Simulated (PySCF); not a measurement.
Spinor energies of Te²⁺ (tellurium, charge +2)

Start: [Kr] 4d10 5s2 5p2; 5p1/2 filled at m_j = -1/2, +1/2. Calculated with PySCF 2.14 in x2c-TZVPall-2c (8s9p5d2f, 74 functions): generalised Hartree-Fock with the X2C-1e Hamiltonian and a Gaussian nucleus; one run each with spin-orbit coupling (SO) switched off, then screened by Boettger's factors.

```
spinor shell  electrons  ε, spin-free (eV)  ε, screened SO (eV)  weight of nominal j (screened SO)  rms radius, screened SO (bohr)
       1s1/2          2           -31992.6             -31989.0                              1.000                          0.0318
       2s1/2          2            -5020.2              -5019.0                              1.000                           0.130
       2p1/2          2            -4501.5              -4692.1                              1.000                           0.112
       2p3/2          4            -4501.5              -4414.9                              1.000                           0.117
       3s1/2          2            -1056.4              -1055.9                              1.000                           0.343
       3p1/2          2            -883.73              -920.22                              1.000                           0.335
       3p3/2          4            -883.73              -866.76                              1.000                           0.347
       3d3/2          4            -623.24              -629.43                              1.000                           0.320
       4s1/2          2            -212.78              -212.46                              1.000                           0.814
       4p1/2          2            -156.71              -163.74                              1.000                           0.857
       4p3/2          4            -156.71              -153.11                              1.000                           0.888
       4d3/2          4            -72.470              -73.261                              1.000                            1.04
       4d5/2          6            -72.470              -71.494                              1.000                            1.05
       5s1/2          2            -37.048              -36.926                              1.000                            2.14
       5p1/2          2            -27.232              -26.720                              1.000                            2.49
```

Task: Where does 3d5/2 lie, and what is the 3d spin-orbit splitting (screened SO)?

Result: At -618.48 eV, 10.951 eV above 3d3/2.

```json
{"quantity": "E (hartree)", "spin-free": "-6789.00014", "screened SO": "-6790.89251"}
{"quantity": "M_J", "spin-free": "0", "screened SO": "0"}
{"quantity": "⟨J²⟩", "spin-free": "2.008", "screened SO": "0.000"}
{"quantity": "⟨L²⟩", "spin-free": "2.005", "screened SO": "1.352"}
{"quantity": "⟨S²⟩", "spin-free": "2.002", "screened SO": "1.352"}
```

Breit and QED terms are absent; they matter most for the inner s and p1/2 levels.

Densities and radii are taken from the X2C orbitals without a picture-change correction, which distorts them close to the nucleus.

Without spin-orbit coupling the j labels of p, d and f shells carry no meaning; the spin-free column gives the mean over the occupied spinors of each nl shell.
